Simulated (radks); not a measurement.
Ionisation of the nitrogen ion N+, [He] 2s2 2p2, to [He] 2s2 2p1 as the strength of local exchange is varied. All-electron calculation, Dirac Kohn-Sham, Slater X-alpha exchange (alpha = 2/3 is LDA exchange), no correlation, spin-unpolarised, spherical densities, point nucleus; open shells are shared between the two j in proportion to 2j + 1. Program: a radial shooting solver on a logarithmic mesh with Libxc functionals.

alpha,E(N+) (hartree),exchange (hartree),IE (eV),-e of the level emptied (eV),<r> of it (bohr)
0.629,-52.84327,-5.01457,26.828,18.790 (2p3/2),1.300
0.667,-53.14684,-5.33943,27.470,19.371 (2p3/2),1.287
0.681,-53.25900,-5.45974,27.709,19.588 (2p3/2),1.283
0.719,-53.56428,-5.78800,28.362,20.182 (2p3/2),1.270
0.757,-53.87080,-6.11875,29.022,20.784 (2p3/2),1.259
0.828,-54.44686,-6.74336,30.277,21.931 (2p3/2),1.237

NIST Atomic Spectra Database: 29.601 eV (semi-empirical). The Delta-SCF value meets it near alpha = 0.79. Spin polarisation and multiplet splitting are left out, so open shells lie too high by an amount that depends on their filling.

Beside tabulated values, note that spin-unpolarised runs miss the spin-polarisation part of the exchange energy of open shells.
